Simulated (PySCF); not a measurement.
C$_{2}$H$_{8}$N$_{2}$, charge +1, doublet, geometry from GFN2-xTB (a state made from the parent by changing its charge; the spin is typed, not shown lowest); B3LYP/STO-3G (PySCF).

Input for PySCF:
```python
from pyscf import gto, scf, dft

mol = gto.Mole()
mol.atom = '''
    N     1.778911    0.550319   -0.017299
    C     0.528591    0.367345    0.525254
    C    -0.528591   -0.367345   -0.525254
    N    -1.778911   -0.550319    0.017299
    H     2.435603   -0.214691   -0.053969
    H     1.954778    1.321030   -0.644121
    H     0.060921    1.322367    0.768963
    H     0.567518   -0.295666    1.390746
    H    -0.060921   -1.322367   -0.768963
    H    -0.567518    0.295666   -1.390746
    H    -2.435603    0.214691    0.053969
    H    -1.954778   -1.321030    0.644121
'''
mol.basis = 'sto-3g'
mol.charge = 1
mol.spin = 1
mol.verbose = 4
mol.build()

mf = dft.UKS(mol)
mf.xc = 'b3lyp'
mf.grids.level = 1
mf.kernel()
```

What the program printed (banner, timings and long lists left out):

```
PySCF version 2.14.0

[INPUT] verbose = 4
[INPUT] num. atoms = 12
[INPUT] num. electrons = 33
[INPUT] charge = 1
[INPUT] spin (= nelec alpha-beta = 2S) = 1
[INPUT] symmetry False subgroup None
[INPUT] Mole.unit = angstrom
[INPUT] Symbol           X                Y                Z      unit          X                Y                Z       unit  Magmom
[INPUT]  1 N      1.778911000000   0.550319000000  -0.017299000000 AA    3.361654589976   1.039952191145  -0.032690372229 Bohr   0.0
[INPUT]  2 C      0.528591000000   0.367345000000   0.525254000000 AA    0.998892221910   0.694181443228   0.992586205832 Bohr   0.0
[INPUT]  3 C     -0.528591000000  -0.367345000000  -0.525254000000 AA   -0.998892221910  -0.694181443228  -0.992586205832 Bohr   0.0
[INPUT]  4 N     -1.778911000000  -0.550319000000   0.017299000000 AA   -3.361654589976  -1.039952191145   0.032690372229 Bohr   0.0
[INPUT]  5 H      2.435603000000  -0.214691000000  -0.053969000000 AA    4.602622618169  -0.405707191409  -0.101986629217 Bohr   0.0
[INPUT]  6 H      1.954778000000   1.321030000000  -0.644121000000 AA    3.693995054325   2.496384902334  -1.217212281081 Bohr   0.0
[INPUT]  7 H      0.060921000000   1.322367000000   0.768963000000 AA    0.115124005235   2.498911466163   1.453129469924 Bohr   0.0
[INPUT]  8 H      0.567518000000  -0.295666000000   1.390746000000 AA    1.072453590761  -0.558727764346   2.628129048834 Bohr   0.0
[INPUT]  9 H     -0.060921000000  -1.322367000000  -0.768963000000 AA   -0.115124005235  -2.498911466163  -1.453129469924 Bohr   0.0
[INPUT] 10 H     -0.567518000000   0.295666000000  -1.390746000000 AA   -1.072453590761   0.558727764346  -2.628129048834 Bohr   0.0
[INPUT] 11 H     -2.435603000000   0.214691000000   0.053969000000 AA   -4.602622618169   0.405707191409   0.101986629217 Bohr   0.0
[INPUT] 12 H     -1.954778000000  -1.321030000000   0.644121000000 AA   -3.693995054325  -2.496384902334   1.217212281081 Bohr   0.0

nuclear repulsion = 132.323620880542
number of shells = 20
number of NR pGTOs = 84
number of NR cGTOs = 28
basis = sto-3g
ecp = {}

******** <class 'pyscf.dft.uks.UKS'> ********
method = UKS
initial guess = minao
damping factor = 0
level_shift factor = 0
DIIS = <class 'pyscf.scf.diis.CDIIS'>
diis_start_cycle = 1
diis_space = 8
diis_damp = 0
SCF conv_tol = 1e-09
SCF conv_tol_grad = None
SCF max_cycles = 50
direct_scf = True
direct_scf_tol = 1e-13
number electrons alpha = 17  beta = 16
XC library pyscf.dft.libxc version 7.1.2
    S. Lehtola, C. Steigemann, M. J. T. Oliveira, and M. A. L. Marques,  SoftwareX 7, 1–5 (2018)
XC functionals = b3lyp
    P. J. Stephens, F. J. Devlin, C. F. Chabalowski, and M. J. Frisch,  J. Phys. Chem. 98, 11623 (1994)
radial grids:
    Treutler-Ahlrichs [JCP 102, 346 (1995); DOI:10.1063/1.469408] (M4) radial grids

becke partition: Becke, JCP 88, 2547 (1988); DOI:10.1063/1.454033
pruning grids: <function nwchem_prune>
grids dens level: 1
symmetrized grids: False
atomic radii adjust function: <function treutler_atomic_radii_adjust>
small_rho_cutoff = 0
Set gradient conv threshold to 3.16228e-05
tot grids = 40376
init E= -188.519469427811

cycle= 1 E= -187.847406267246  delta_E= 0.672  |g|= 0.154  |ddm|= 2.91
cycle= 2 E= -187.847565035929  delta_E= -0.000159  |g|= 0.17  |ddm|= 0.41
cycle= 3 E= -187.86411856684  delta_E= -0.0166  |g|= 0.00772  |ddm|= 0.21
cycle= 4 E= -187.86419180973  delta_E= -7.32e-05  |g|= 0.00439  |ddm|= 0.021
cycle= 5 E= -187.864207269667  delta_E= -1.55e-05  |g|= 0.00116  |ddm|= 0.00795
cycle= 6 E= -187.864208744674  delta_E= -1.48e-06  |g|= 0.000162  |ddm|= 0.00292
cycle= 7 E= -187.864208779026  delta_E= -3.44e-08  |g|= 3.31e-05  |ddm|= 0.000445
cycle= 8 E= -187.864208780205  delta_E= -1.18e-09  |g|= 2.84e-06  |ddm|= 8.5e-05
cycle= 9 E= -187.864208780219  delta_E= -1.32e-11  |g|= 6.75e-07  |ddm|= 8.74e-06
Extra cycle  E= -187.86420878022  delta_E= -1.02e-12  |g|= 2.55e-07  |ddm|= 1.72e-06
converged SCF energy = -187.86420878022  <S^2> = 0.75405913  2S+1 = 2.004055
```
